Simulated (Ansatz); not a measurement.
Single points on Li₁₁⁻.

```yaml
crystal:
  periodic: [false, false, false]
  atoms:
    - {symbol: Li, position_ang: [0.811964, -2.354593, 1.139424]}
    - {symbol: Li, position_ang: [-1.551217, 1.894158, 0.575446]}
    - {symbol: Li, position_ang: [1.278774, 0.517560, 0.717674]}
    - {symbol: Li, position_ang: [-3.812415, -0.199973, 1.066267]}
    - {symbol: Li, position_ang: [-1.302268, -0.756160, -0.388331]}
    - {symbol: Li, position_ang: [3.669380, -1.208824, 0.890640]}
    - {symbol: Li, position_ang: [1.619450, -1.258468, -1.461751]}
    - {symbol: Li, position_ang: [-3.111358, 1.184822, -1.779393]}
    - {symbol: Li, position_ang: [3.340080, 1.088041, -1.374474]}
    - {symbol: Li, position_ang: [-1.080978, -0.266673, 2.503860]}
    - {symbol: Li, position_ang: [0.138598, 1.360110, -1.889382]}
basis:
  gaussian: {orbitals: def2-TZVPD, initial_orbitals: start.molden}
total_charge: -1
hamiltonian: {xc: {name: LC-wPBE, parameters: {omega: 0.15/bohr}}}
scf: {omitted_lower_state_checks: [starts]}
output: {orbitals: {seedname: orbitals}}
```

The file start.molden holds the orbitals of an earlier run on this structure, at another level or in another basis.

```sh
$ ansatz run in.yaml --threads 4 --pin off --events-out ev --progress --plain --max-ram 3916MiB
```

Output, abridged:

```
Functional definition: LC-wPBE
1815 factors; their error is unknown
501 factors; integrals over basis functions are off by at most 1.9e-5 eV
mean field evaluation 1: about -2246.5512 eV, gradient 9.8e0 eV
mean field evaluation 2: about -2246.6490 eV, gradient 2.3e-1 eV
mean field evaluation 4: about -2246.6717 eV, gradient 6.2e-3 eV
mean field -2246.67170300 eV, -82.5636622364 hartree, gradient 2.4e-5 eV, S^2 0.000000; 0 other end points of the search recorded, 0 dependent functions left out
reference -2246.67170302 eV, -82.5636622374 hartree; 17, 17 occupied and 170, 170 virtual orbitals, 1815 factors
Total energy: -2246.67170302 eV, -82.5636622374 hartree
Checks for a lower state left out: starts
```

It took 3.6 s on 4 threads of Arm Neoverse V1 on a shared host.

First input, but with `gaussian: {orbitals: 6-31G}`, `hamiltonian: {xc: {name: B3LYP}}` (abridged; 2.2 s):

```
Functional definition: B3LYP
mean field evaluation 16: about -2252.7515 eV, gradient 1.0e-3 eV
mean field -2252.75153603 eV, -82.7870919791 hartree, gradient 4.7e-5 eV, S^2 0.000000
Total energy: -2252.75179817 eV, -82.7871016127 hartree
Checks for a lower state left out: starts
```

As the first input, with `hamiltonian: {xc: {name: LC-wPBE, parameters: {omega: 0.1/bohr}}}` (abridged; 4.3 s):

```
Functional definition: LC-wPBE
mean field -2246.69299163 eV, -82.5644445791 hartree, gradient 1.6e-5 eV, S^2 0.000000
Total energy: -2246.69299169 eV, -82.5644445813 hartree
Checks for a lower state left out: starts
```

First input, but with `hamiltonian: {xc: pbe}`, `correlation: {method: rpa}` and without the key `output` (abridged; 8 s):

```
Functional definition: PBE
mean field -2245.60209774 eV, -82.5243549683 hartree, gradient 2.1e-6 eV, S^2 0.000000
Total energy: -2258.21387384 eV, -82.9878291914 hartree
Checks for a lower state left out: starts
```

First input, but with `correlation: {method: ccsd_t}` and without the key `hamiltonian` (abridged; 1.7 min):

```
Functional definition: HF
mean field evaluation 16: about -2221.5872 eV, gradient 1.4e1 eV
mean field evaluation 32: about -2227.2999 eV, gradient 5.6e0 eV
mean field -2229.01641775 eV, -81.9148424708 hartree, gradient 1.8e-6 eV, S^2 0.000000; 1 other end points of the search recorded, 0 dependent functions left out; unrestricted orbitals would lower it
mean field evaluation 64: about -2229.0644 eV, gradient 1.3e0 eV
determinant -2229.01641775 eV, -81.9148424708 hartree, with singles and doubles -2245.42038729 eV, -82.5176772323 hartree
determinant -2227.74119064 eV, -81.8679787388 hartree, with singles and doubles -2244.25938420 eV, -82.4750111558 hartree
second order -14.40665632 eV of doubles, -0.00000000 eV of singles
cycle   1  -16.25226300 eV  change   -8.5e-1 eV  update   4.4e-2
cycle   2  -16.29068495 eV  change   -3.8e-2 eV  update   1.3e-2
cycle   3  -16.28977781 eV  change    9.1e-4 eV  update   6.8e-3
cycle   4  -16.29069904 eV  change   -9.2e-4 eV  update   3.4e-3
cycle   5  -16.29138434 eV  change   -6.9e-4 eV  update   2.0e-3
cycle   6  -16.29105745 eV  change    3.3e-4 eV  update   1.2e-3
cycle   7  -16.29116264 eV  change   -1.1e-4 eV  update   7.2e-4
cycle   8  -16.29149460 eV  change   -3.3e-4 eV  update   3.4e-4
cycle   9  -16.29149014 eV  change    4.5e-6 eV  update   1.7e-4
cycle  10  -16.29142844 eV  change    6.2e-5 eV  update   9.6e-5
cycle  11  -16.29141219 eV  change    1.6e-5 eV  update   5.5e-5
cycle  12  -16.29140473 eV  change    7.5e-6 eV  update   2.9e-5
perturbative correction -0.75519842 eV, -0.0277530299 hartree
Total energy: -2246.06302090 eV, -82.5412935819 hartree
Checks for a lower state left out: starts
```

The first input with `hamiltonian: {xc: {name: LC-wPBE, parameters: {omega: 0.2/bohr}}}` (abridged; 3.7 s):

```
Functional definition: LC-wPBE
mean field -2246.64421278 eV, -82.5626519896 hartree, gradient 5.4e-5 eV, S^2 0.000000
Total energy: -2246.64421280 eV, -82.5626519901 hartree
Checks for a lower state left out: starts
```

First input, but with `hamiltonian: {xc: r2scan}` (abridged; 6.5 s):

```
Functional definition: r2SCAN
mean field -2250.37132188 eV, -82.6996207227 hartree, gradient 2.6e-5 eV, S^2 0.000000
Total energy: -2250.37133919 eV, -82.6996213589 hartree
Checks for a lower state left out: starts
```

Geometry: B3LYP/def2-SVPD.

B3LYP takes the VWN-RPA correlation. Correlated methods freeze no core orbitals; core or outer-core shells of Li are correlated, in sets that lack core-valence functions. The restricted singlet is unstable towards broken spin symmetry in Hartree–Fock (as tested in another run); at LC-ωPBE (ω = 0.15 bohr⁻¹)/def2-TZVPD, B3LYP/6-31G, LC-ωPBE (ω = 0.10 bohr⁻¹)/def2-TZVPD, RPA@PBE/def2-TZVPD and others this wasn't settled. At CCSD(T)/def2-TZVPD T1 of the charge -1 singlet is large (up to 0.021), so the single-reference result is doubtful. At CCSD(T)/def2-TZVPD the restricted singlet (for correlated methods, its reference) is unstable: a solution with broken spin symmetry lies lower. The structure comes from a short search, and lower isomers may exist.
